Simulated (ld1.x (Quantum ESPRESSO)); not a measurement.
## Sb (Z = 51): variants of one TM potential

Base potential:

antimony (Sb), norm-conserving Troullier–Martins (Kleinman–Bylander form), made with ld1.x (Quantum ESPRESSO) 7.5 (PBE, scalar-relativistic). Core [Kr] 4d10, reference 5s2 5p3. Waves: 5s (bound): rc 1.80 bohr; 5p (bound): rc 1.70 bohr. Local part: all-electron potential smoothed inside 1.70 bohr (lloc = -2). Core correction: Bessel-smoothed model core, default radius (core density twice the valence density).

All-electron outer shells of the reference configuration (PBE, scalar-relativistic, ld1.x):

```json
{"shell": "4p", "level (eV)": "-101.79", "outermost node (bohr)": "0.39", "outermost maximum (bohr)": "0.76"}
{"shell": "4d", "level (eV)": "-33.51", "outermost node (bohr)": "0.38", "outermost maximum (bohr)": "0.84"}
{"shell": "5s", "level (eV)": "-12.83", "outermost node (bohr)": "0.95", "outermost maximum (bohr)": "1.90"}
{"shell": "5p", "level (eV)": "-4.83", "outermost node (bohr)": "1.04", "outermost maximum (bohr)": "2.35"}
```

Cutoffs, loose and tight: the cutoffs (Ry, on a coarse ladder) from which the occupation-weighted sum of valence levels, in a spherical-Bessel basis at the reference potential, stays within 10 and 1 mRy of its value at 400 Ry. They do not see the model core or the augmentation charge, which bear on the density cutoff. Test errors are all-electron minus pseudo excitation energies from the reference, over the configurations 5s2 5p2; 5s2 5p1; 5s2 5p0; 5s1 5p3; 5s0 5p5; 5s1 5p0; 5s2 5p2.5. A dash means not determined; rows that change the core or the reference have their own tests.

A true bound ghost makes a file unfit for plane-wave use even where its test errors are small: the radial tests pick states by their node count and pass the ghost by.

| change | outcome | cutoff, loose | cutoff, tight | bound ghosts | largest test error (meV) |
| --- | --- | --- | --- | --- | --- |
| base | generated | 40 Ry | 80 Ry | none | -461 |
| all radii but the core radius scaled by about 0.77 (s 1.38, p 1.30 bohr); local potential all-electron potential smoothed inside 1.30 bohr (lloc = -2) | generated | 300 Ry | over 300 Ry | p, s, d | -1056 |
| all radii but the core radius scaled by about 0.90 (s 1.62, p 1.52 bohr); local potential all-electron potential smoothed inside 1.52 bohr (lloc = -2) | generated | 100 Ry | 140 Ry | d | -264 |
| all radii but the core radius scaled by about 0.94 (s 1.70, p 1.60 bohr); local potential all-electron potential smoothed inside 1.60 bohr (lloc = -2) | generated | 55 Ry | 110 Ry | d | -418 |
| all radii but the core radius scaled by about 1.17 (s 2.10, p 1.98 bohr); local potential all-electron potential smoothed inside 1.98 bohr (lloc = -2) | generated | 25 Ry | 35 Ry | none | -466 |
| all radii but the core radius scaled by about 1.26 (s 2.26, p 2.14 bohr); local potential all-electron potential smoothed inside 2.14 bohr (lloc = -2) | generated | 21 Ry | 30 Ry | none | -469 |
| all radii but the core radius scaled by about 1.37 (s 2.46, p 2.32 bohr); local potential all-electron potential smoothed inside 2.32 bohr (lloc = -2) | generated | 18 Ry | 30 Ry | none | -489 |

Q: What comes out with this change to the base: all radii but the core radius scaled by about 1.10 (s 1.98, p 1.86 bohr); local potential all-electron potential smoothed inside 1.86 bohr (lloc = -2)?

A: outcome: generated; cutoff, loose: 30 Ry; cutoff, tight: 55 Ry; bound ghosts: none; largest test error (meV): -467.

Reading the sweep of the scale of all radii but the core radius (base = 1) (base included, trends over the rows without a ghost): The loose cutoff falls from 40 Ry at 1 to 18 Ry at 1.37. A larger radius leaves more room for a smooth pseudo-wave, so fewer plane waves are needed; a smaller one forces it to follow the all-electron wave where it bends sharply. The median size of the test errors (rows with all tests solved) rises from 23.0 meV at 1 to 35.2 meV at 1.37. More of the atom is replaced by a form fitted at one configuration, so other configurations suffer as the radius grows. Bound ghosts are found at 0.77, 0.9, 0.94.
